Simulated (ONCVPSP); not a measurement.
O, ONCV: configuration errors across variants

- Element: O (Z = 8)
- Generator: ONCVPSP 4.0.1
- Type: optimised norm-conserving Vanderbilt (ONCV)
- Functional: PW91
- Relativity: scalar-relativistic
- Frozen core: [He]
- Valence charge: 6
- Reference configuration: 2s1.5 2p4.5
- Partial waves: 2s: rc 0.65 bohr, ncon 4, nbas 7, qcut 9.6 1/bohr, 2 projectors, debl 3.7 Ha; 2p: rc 1.80 bohr, ncon 4, nbas 7, qcut 7.5 1/bohr, 2 projectors, debl 2 Ha; d scattering state at 0.06 Ha: rc 1.45 bohr, ncon 3, nbas 6, qcut 5.9 1/bohr, 1 projector
- Local potential: polynomial inside 0.55 bohr (lpopt 5, dvloc0 6 Ha)
- Core correction: Teter function, parameters optimised by the program

All-electron excitation energies from the reference (eV): (1) 2s2 2p4 -7.453; (2) 2s2 2p3 9.071; (3) 2s2 2p2 42.772; (4) 2s1 2p5 7.462.

A true bound ghost makes a file unfit for plane-wave use even where its test errors are small: the radial tests pick states by their node count and pass the ghost by.

Errors AE − PS in meV (a dash: test not solved or not reliable):

```csv
change,(1),(2),(3),(4),bound ghosts,GHOST(+) flags above zero
base,-0.5,+131,+680,-0.4,none,s
"local potential polynomial inside 0.55 bohr (lpopt 5, dvloc0 -2 Ha)",-0.5,+131,+680,-0.4,none,"s, d"
s: qcut 8.8,-0.6,+131,+680,-0.4,none,s
```

Question: Give the same row for: all radii but the core radius scaled by about 0.92 (s 0.60, p 1.66, d 1.34 bohr); local potential polynomial inside 0.50 bohr (lpopt 5, dvloc0 6 Ha).

Answer: +0.5, +103, +539, +1.0; bound ghosts: s; GHOST(+) flags above zero: none.
